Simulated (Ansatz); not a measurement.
Mulliken charges of CH$_{5}$ClGeS, SMILES `C[S][GeH2][Cl]` from ωB97M-V/def2-TZVPP in Ansatz (PBE0-D4/def2-TZVP geometry).

```json
{"atom": "C1", "x (Å)": "-0.058", "y (Å)": "1.249", "z (Å)": "-0.916", "charge (e)": "-0.360"}
{"atom": "S2", "x (Å)": "1.311", "y (Å)": "0.140", "z (Å)": "-0.482", "charge (e)": "-0.173"}
{"atom": "Ge3", "x (Å)": "0.273", "y (Å)": "-1.153", "z (Å)": "0.953", "charge (e)": "0.291"}
{"atom": "Cl4", "x (Å)": "-1.337", "y (Å)": "-2.205", "z (Å)": "-0.039", "charge (e)": "-0.291"}
{"atom": "H5", "x (Å)": "-0.879", "y (Å)": "0.692", "z (Å)": "-1.366", "charge (e)": "0.154"}
{"atom": "H6", "x (Å)": "-0.410", "y (Å)": "1.803", "z (Å)": "-0.046", "charge (e)": "0.147"}
{"atom": "H7", "x (Å)": "0.336", "y (Å)": "1.954", "z (Å)": "-1.648", "charge (e)": "0.140"}
{"atom": "H8", "x (Å)": "1.266", "y (Å)": "-2.194", "z (Å)": "1.475", "charge (e)": "0.052"}
{"atom": "H9", "x (Å)": "-0.414", "y (Å)": "-0.332", "z (Å)": "2.053", "charge (e)": "0.039"}
```

Problem. By hand: the dipole of these point charges (1 e Å = 4.8032 D).

Solution. Σ q r = (0.164, 0.350, 0.411) e Å, of length 0.564 e Å = 2.71 D.

Problem. How does the dipole of the full density compare? (Best estimate.)

Solution. Ansatz gave: (0.037, 0.325, 0.159) e Å, 1.75 D; the point charges give 1.55 times that, at 26° from its direction.

Point charges leave out the atoms' own dipoles, such as those of lone pairs, and Mulliken's split depends on the basis, so the two needn't agree.
